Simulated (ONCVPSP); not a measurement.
## Sn, ONCV: configuration errors across variants

ONCVPSP 4.0.1 input, shortened (lines: element, Z, core and valence counts, functional; n l f; lmax; l rc ep ncon nbas qcut; lloc lpopt rc5 dvloc0; l nproj debl; icmod fcfact rcfact), PBE, scalar-relativistic:

```
  Sn 50.00    7    3        4      upf
    1    0    2.00
    2    0    2.00
    2    1    6.00
    3    0    2.00
    3    1    6.00
    3    2   10.00
    4    0    2.00
    4    1    6.00
    4    2   10.00
    5    0    2.00
    3
    0    2.00    0.00    4    9    3.30
    1    1.00    0.00    4    8    8.60
    2    1.40    0.00    5    9   11.80
    3    1.65    0.10    4    7    6.90
    4    5    0.75    0.00
    0    2    1.10
    1    2    2.60
    2    2    0.50
    3    2    3.60
    3    6.00    1.20
```

In the p channel the program set the typed energies aside and used -3.938, 0.250 Ha. In the d channel the program set the typed energies aside and used -1.588, 0.250 Ha.

All-electron excitation energies from the reference (eV): (1) 4p6 4d10 5s2 5p2 -20.828; (2) 4p6 4d10 5s2 5p1 -13.953; (3) 4p6 4d10 5s1 30.972; (4) 4p5 4d10 5s2 5p2 76.694.

1 further variants failed, have other tests or another functional or relativity, and are left out.

A true bound ghost makes a file unfit for plane-wave use even where its test errors are small: the radial tests pick states by their node count and pass the ghost by.

Errors AE − PS in meV (a dash: test not solved or not reliable):

```tsv
change	(1)	(2)	(3)	(4)	bound ghosts	GHOST(+) flags above zero
base	+5.5	+3.6	-10.0	-78	s	s
core correction Teter function, fcfact 7.7, rcfact 1.2	+5.5	+3.6	-10.0	-78	s	s
p: qcut 12.6	+5.9	+3.8	-10	-66	s	s
core correction none	+5.7	+3.7	-9.9	-76	s	s
local potential polynomial inside 0.75 bohr (lpopt 5, dvloc0 -2.5 Ha)	+5.5	+3.6	-10.0	-75	s	s, p, f
```

(1) Give the same row for: p: qcut 7.3.

Answers

(1) +5.4, +3.6, -10.0, -83; bound ghosts: s; GHOST(+) flags above zero: s.
